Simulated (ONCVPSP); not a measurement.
**What one change does to a pseudopotential (molybdenum (Mo), ONCV)**

```
Element                 : molybdenum
Generator               : ONCVPSP 4.0.1
Type                    : optimised norm-conserving Vanderbilt (ONCV)
Functional              : PBEsol
Relativity              : fully relativistic
Frozen core             : [Ar] 3d10 4s2
Valence charge          : 12
Reference configuration : 4p6 4d5 5s0.75 (charge +0.25)
Partial waves           : 5s: rc 3.15 bohr, ncon 4, nbas 7, qcut 2.6 1/bohr, 2 projectors, debl 0.7 Ha; 4p: rc 1.80 bohr, ncon 4, nbas 7, qcut 6.3 1/bohr, 2 projectors, debl 2.7 Ha; 4d: rc 1.55 bohr, ncon 4, nbas 8, qcut 5.3 1/bohr, 1 projector
Local potential         : polynomial inside 1.55 bohr (lpopt 2, dvloc0 0 Ha)
Core correction         : none
```

Open shells are filled in proportion to 2j + 1.

Change: all radii scaled by about 1.27 (s 4.00, p 2.28, d 1.98 bohr); local potential polynomial inside 1.98 bohr (lpopt 2, dvloc0 0 Ha).

Cutoffs: the cutoffs (Ha) at which the residual kinetic energy of the hardest occupied pseudo-wave falls to 1 and 0.1 mHa per electron; they do not see the model core or the augmentation charge, which bear on the density cutoff. Errors are all-electron minus pseudo energies relative to the spin-unpolarised reference configuration.

Task: What does the change do?

Result: The potential gets softer (46 Ha and 93 Ha → 15 Ha and 54 Ha); the lowest positive-energy flag moves from s at 1.1 eV to s at 31.4 eV; of the 4 tests that both files solve, the error grows in 2 and shrinks in 1 by more than 15 % and 0.3 meV (median size 9.2 → 5.0 meV); neither file shows a bound ghost. A larger radius leaves more room for a smooth pseudo-wave, so fewer plane waves are needed.

| quantity | base | changed |
| --- | --- | --- |
| cutoff, loose | 46 Ha | 15 Ha |
| cutoff, tight | 93 Ha | 54 Ha |
| loose cutoff by channel | s 2.6 Ha, p 13 Ha, d 46 Ha | s 2.1 Ha, p 13 Ha, d 15 Ha |
| bound ghosts | none | none |
| GHOST(+) flags under 300 eV | s at 1.1 eV | s at 31.4 eV |
| error for 4p6 4d5 5s1, meV [ΔE -1.20 eV] | -0.5 | -0.4 |
| error for 4p6 4d5 5s0, meV [ΔE 5.71 eV] | -6.7 | -7.8 |
| error for 4p6 4d4 5s0, meV [ΔE 21.16 eV] | +12 | -32 |
| error for 4p6 4d4 5s2, meV [ΔE -1.02 eV] | -38 | +2.2 |
